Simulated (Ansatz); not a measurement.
Program: Ansatz 0.2.0.

A structure relaxed at PBE0-D4/def2-TZVP, charge 0, multiplicity 1:

| atom | x (Å) | y (Å) | z (Å) |
| --- | --- | --- | --- |
| F1 | -0.384 | -1.409 | 1.835 |
| Al2 | 0.141 | -1.030 | 0.314 |
| Sb3 | 0.684 | 1.510 | -0.135 |
| H4 | 0.322 | -2.240 | -0.688 |
| H5 | 0.130 | 1.294 | -1.738 |
| H6 | -0.893 | 1.875 | 0.412 |

(1) Give its formula and SMILES.

(2) Summarise the bond lengths by kind.

## Answers

(1) AlFH3Sb, `[F][AlH][SbH2]`.

(2) 1 × Al–F 1.653 Å; 1 × Al–Sb 2.636 Å; 1 × Al–H 1.582 Å; 2 × H–Sb 1.709 to 1.710 Å.
